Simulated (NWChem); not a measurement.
CrO$_{4}$ (charge -2); SMILES [O]=[Cr-2](=[O])(=[O])=[O]

Not confirmed as a minimum by frequencies. The highest occupied level is positive, so the extra electron may be held by the finite basis. B3LYP is NWChem's, with the RPA form of VWN correlation.

### Question
Give the equilibrium geometry at B3LYP/def2-SVPD (NWChem) as a Z-matrix, with the point group.

### Answer
point group Td; any orientation.
```
Cr
O 1 1.6490
O 1 1.6490 2 109.47
O 1 1.6490 2 109.47 3 -120.00
O 1 1.6491 2 109.47 3 120.00
```
